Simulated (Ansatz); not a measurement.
Reaction (SMILES): CCB(N)N → CC[B]N + [NH2] (NH2) (the B-N bond at the site shown breaks; other sites are not compared here)
Geometries: B3LYP-D3(BJ)/def2-TZVP minima from Ansatz (a first-principles code), one conformer each, not searched for the lowest.
Geometry of the first species:
```xyz
14

C      1.9339    -0.3855    -0.5848
C      0.9890     0.3923     0.3352
B     -0.5655     0.1044     0.1620
N     -1.4889     0.7970     0.9885
N     -1.0249    -0.8277    -0.8005
H      2.9805    -0.1317    -0.4037
H      1.8341    -1.4643    -0.4391
H      1.7288    -0.1746    -1.6376
H      1.2607     0.1966     1.3794
H      1.1569     1.4673     0.1985
H     -1.1946     1.4633     1.6795
H     -2.4863     0.6783     0.9485
H     -0.3994    -1.3339    -1.4002
H     -1.9933    -1.0495    -0.9541
```

Property: bond dissociation energy (electronic energy difference), in eV. Valence correlation only, unless marked. UHF or UKS for open shells. Spin-orbit coupling is left out. No relativistic terms. CBS(X,Y): correlation extrapolated as X^-3; Hartree-Fock from the larger set.

```json
[
 {"level": "PBE/def2-TZVPD", "program": "Ansatz", "bond dissociation energy (eV)": "5.54"},
 {"level": "BLYP/def2-TZVPD", "program": "Ansatz", "bond dissociation energy (eV)": "5.31"},
 {"level": "revPBE/def2-TZVPD", "program": "Ansatz", "bond dissociation energy (eV)": "5.22"},
 {"level": "B3LYP-D4/def2-TZVPD", "program": "Ansatz + dftd4", "bond dissociation energy (eV)": "5.55"},
 {"level": "PBE0-D4/def2-TZVP", "program": "Ansatz + dftd4", "bond dissociation energy (eV)": "5.63"},
 {"level": "PBE0/def2-TZVPD", "program": "Ansatz", "bond dissociation energy (eV)": "5.54"},
 {"level": "BHLYP-D3(BJ)/def2-TZVPD", "program": "Ansatz + dftd3", "bond dissociation energy (eV)": "5.51"},
 {"level": "r2SCAN0-D4/def2-TZVPD", "program": "Ansatz + dftd4", "bond dissociation energy (eV)": "5.44"},
 {"level": "wB97M-V/def2-TZVPD", "program": "Ansatz", "bond dissociation energy (eV)": "5.83"},
 {"level": "MP2/cc-pVDZ", "program": "Ansatz", "bond dissociation energy (eV)": "5.65"},
 {"level": "RI-MP2/cc-pVTZ", "program": "Ansatz", "bond dissociation energy (eV)": "5.91"},
 {"level": "RI-MP2/cc-pVQZ", "program": "Ansatz", "bond dissociation energy (eV)": "5.99"},
 {"level": "SCS-MP2/cc-pVTZ", "program": "Ansatz", "bond dissociation energy (eV)": "5.80"},
 {"level": "CCSD(T)/cc-pVDZ", "program": "Ansatz", "bond dissociation energy (eV)": "5.40"},
 {"level": "CCSD(T)/CBS(cc-pVTZ,cc-pVQZ)", "program": "Ansatz", "bond dissociation energy (eV)": "5.76"}
]
```
